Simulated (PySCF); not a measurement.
**Bonding in `C=CCn1cc(SC)cn1`**

C7H10N2S.
Atom-mapped SMILES: `[CH2:1]=[CH:2][CH2:3][n:4]1[cH:5][c:6]([S:7][CH3:8])[cH:9][n:10]1` (hydrogens: H11, H12 on C1; H13 on C2; H14, H15 on C3; H16 on C5; H17, H18, H19 on C8; H20 on C9)

Cartesian coordinates in Å at the GFN2-xTB level; atoms count from 1:
```
atom  x, y, z in Å
C1     3.758    0.596    0.656
C2     2.729    0.825   -0.137
C3     2.026   -0.237   -0.931
N4     0.616   -0.251   -0.633
C5     0.037   -0.538    0.551
C6    -1.324   -0.389    0.371
S7    -2.545   -0.650    1.605
C8    -4.055   -0.304    0.658
C9    -1.462   -0.004   -0.973
N10   -0.280    0.075   -1.553
H11    4.173   -0.391    0.778
H12    4.237    1.385    1.210
H13    2.319    1.819   -0.246
H14    2.108   -0.027   -2.001
H15    2.458   -1.221   -0.722
H16    0.601   -0.817    1.417
H17   -4.136   -1.001   -0.170
H18   -4.035    0.722    0.303
H19   -4.883   -0.443    1.346
H20   -2.349    0.213   -1.531
```

Bond orders from the PBE0/pcSseg-1 density (PySCF). The structure is a single GFN2-xTB conformer in the gas phase; no vibrational or solvent corrections.

Task: How far do the computed orders between heavy atoms stray from the drawn ones?

Result: The largest departure is 0.396, at N4–C5 (drawn aromatic, 1.104), counting aromatic bonds as 1.5. The bonds drawn aromatic range from 1.10 to 1.51.

Task: Set the Mayer orders of the bonds between heavy atoms beside their lengths.

Result: 
```json
{"bond": "C1–C2", "drawn as": "double", "length (Å)": "1.319", "Mayer order": "1.966"}
{"bond": "C2–C3", "drawn as": "single", "length (Å)": "1.501", "Mayer order": "1.039"}
{"bond": "C3–N4", "drawn as": "single", "length (Å)": "1.440", "Mayer order": "0.886"}
{"bond": "N4–C5", "drawn as": "aromatic", "length (Å)": "1.349", "Mayer order": "1.104"}
{"bond": "C5–C6", "drawn as": "aromatic", "length (Å)": "1.382", "Mayer order": "1.408"}
{"bond": "C6–S7", "drawn as": "single", "length (Å)": "1.755", "Mayer order": "1.005"}
{"bond": "S7–C8", "drawn as": "single", "length (Å)": "1.816", "Mayer order": "1.009"}
{"bond": "C6–C9", "drawn as": "aromatic", "length (Å)": "1.405", "Mayer order": "1.290"}
{"bond": "C9–N10", "drawn as": "aromatic", "length (Å)": "1.319", "Mayer order": "1.512"}
{"bond": "N10–N4", "drawn as": "aromatic", "length (Å)": "1.325", "Mayer order": "1.219"}
```

By pair of heavy elements: C–C: lowest C2–C3 (1.039, 1.501 Å), highest C1–C2 (1.966, 1.319 Å). C–N: lowest C3–N4 (0.886, 1.440 Å), highest C9–N10 (1.512, 1.319 Å). C–S: all 2 within 0.02 of one another (1.005 to 1.009).

Task: And the bonds to hydrogen?

Result: C–H: 0.93 to 0.99 (10 bonds).

Task: Sum the orders of all bonds at each heavy atom with more than one neighbour and set the sums beside the valence in the SMILES.

Result: C1 3.873 (drawn 4), C2 3.962 (drawn 4), C3 3.800 (drawn 4), N4 3.209 (drawn 3), C5 3.490 (drawn 4), C6 3.703 (drawn 4), S7 2.014 (drawn 2), C8 3.854 (drawn 4), C9 3.792 (drawn 4), N10 2.731 (drawn 3). Orders between atoms that aren't bonded are not in these sums.

For a closed shell the Mayer order of atoms A and B is Σ (PS)μν (PS)νμ over the basis functions μ on A and ν on B, with P the density and S the overlap matrix.
